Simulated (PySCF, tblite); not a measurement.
Energy landscape of H2Be, singlet: symmetric bend, bond length relaxed. Scanned: H-Be-H angle. Other coordinates (Be-H bond length) were minimised at B3LYP/def2-TZVP.

Cartesian coordinates as functions of the variables (Å; names that start with a are angles):
```
Be  0  0  0
H  r*sin(a/2)  0  r*cos(a/2)
H  -r*sin(a/2)  0  r*cos(a/2)
```

- CCSD on RHF/cc-pVTZ (PySCF)
- GFN2-xTB, 300 K electronic temperature (tblite)
- CAM-B3LYP/cc-pVTZ (PySCF)
- wB97X-V/cc-pVTZ (PySCF)
- MP2 on RHF/cc-pVTZ (PySCF)
- CCSD(T) on RHF/cc-pVTZ (PySCF)

Energies in kcal/mol, each method relative to its own lowest point.

```tsv
a / °	CCSD	GFN2-xTB	CAM-B3LYP	wB97X-V	MP2	CCSD(T)
180	0.0	0.0	0.0	0.0	0.0	0.0
170	0.5	0.2	0.5	0.5	0.5	0.5
160	2.0	0.8	2.0	2.0	2.0	1.9
150	4.4	1.8	4.5	4.5	4.5	4.4
140	8.0	3.3	8.1	8.0	8.1	8.0
130	12.7	5.5	12.9	12.8	12.9	12.7
120	18.6	8.5	18.9	18.7	19.0	18.6
110	25.9	12.6	26.3	26.1	26.5	25.8
100	34.8	18.2	35.3	35.0	35.5	34.6
90	45.3	25.9	45.9	45.6	46.3	45.1
80	57.8	36.8	58.4	58.2	59.1	57.5
70	72.5	52.6	73.0	72.8	74.0	72.1
60	89.1	76.0	89.2	89.4	90.9	88.5
```
